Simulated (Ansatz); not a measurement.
`C[O][GeH2][O]C` + HCl → `C[O][GeH2][Cl]` + CH₃OH at 298.15 K and 1 bar (ligand exchange at a Ge–O bond).

Isolated molecules relaxed with PBE0-D4/def2-TZVP in Ansatz; ΔE leaves out vibrations. CBS: MP2 limit from def2 TZ/QZ plus the TZ coupled-cluster correction, frozen cores. This one scheme is used for every species. For Ge outer-core shells are correlated without core-valence functions, which leaves a few kJ/mol of doubt a bond. Scalar relativity is left out up to krypton. Each species was taken in one conformer, which may not be the lowest.

| species | CCSD(T)/CBS energy (Eh) | H − E (kJ/mol) | S (J/(mol·K)) |
| --- | --- | --- | --- |
| `C[O][GeH2][O]C` | -2307.38926 | 286.6 | 374.5 |
| HCl | -460.38127 | 26.6 | 186.8 |
| `C[O][GeH2][Cl]` | -2652.16457 | 174.6 | 353.3 |
| CH₃OH | -115.61712 | 146.3 | 238.2 |

H − E and S are ideal-gas, rigid-rotor, harmonic terms from PBE0-D4/def2-TZVP, for one conformer and one mirror image of each species. 1 Eh = 2625.50 kJ/mol, R = 8.31446 J/(mol·K).

Q: By hand: ΔE, ΔH, ΔS and ΔG.

A: ΔE = (-2652.16457) + (-115.61712) − (-2307.38926) − (-460.38127) = -0.01116 Eh = -29.3 kJ/mol. Δ(H − E) = 174.6 + 146.3 − 286.6 − 26.6 = 7.7, so ΔH = -21.6 kJ/mol. ΔS = 353.3 + 238.2 − 374.5 − 186.8 = 30.2 J/(mol·K). ΔG = -21.6 − 298.15 × (30.2)/1000 = -30.6 kJ/mol.

Q: By hand: the equilibrium constant, and the temperature at which ΔG would vanish if ΔH and ΔS stayed fixed.

A: log₁₀ K = −ΔG/(RT ln 10) = 5.4. ΔH and −TΔS have one sign here, so there is no such temperature.

TΔS isn't small against ΔH here. A doubt of 5 kJ/mol in ΔE shifts log₁₀ K by 0.9 here. Other conformers and mirror images would add mixing entropy, several J/(mol·K) or more a flexible species. Modes under 60 cm⁻¹, often nearly free rotors, make the harmonic entropy too high. These are equilibria of isolated gas molecules and say nothing of rates. Largest T1 diagnostic: 0.012 (customary marks: 0.02 for closed shells, 0.045 for open ones).
